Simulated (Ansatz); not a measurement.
Calculated with Ansatz (gas phase, PBE0-D4/def2-TZVP geometries, no zero-point term in ΔE). CCSD(T)/CBS adds triple-zeta CCSD(T) − MP2 to the extrapolated MP2 energy (def2 sets, frozen cores). DFT in def2-TZVPP. Elements past krypton have def2 core potentials. For Ge, Mo outer-core shells are correlated without core-valence functions, which leaves a few kJ/mol of doubt a bond. Scalar relativity is left out up to krypton. One conformer a species, not always the lowest.

Consider the substitution at a C–O bond: `C[O][Mo](=[NH])(=[NH])[NH2]` + `[F][Ge][SH]` → `C[S][Ge][F]` + `[NH]=[Mo](=[NH])([NH2])[OH]`.

| level | ΔE (eV) |
| --- | --- |
| PBE-D4 | -0.40 |
| B2PLYP | -0.36 |
| CCSD/def2-TZVPP | -0.34 |
| HF/CBS(def2) | -0.25 |

What does CCSD(T)/CBS give? (Best estimate.)

Computed: -0.40 eV. The listed levels differ from it by 0.00, 0.04, 0.06, 0.15 eV.

Largest T1 diagnostic among the species: 0.022, so the coupled-cluster value is less sure than usual.

In def2-TZVPP, CCSD(T) changes the Hartree–Fock value by −0.08 eV (the triples alone add −0.01 eV) and MP2 by −0.12 eV.
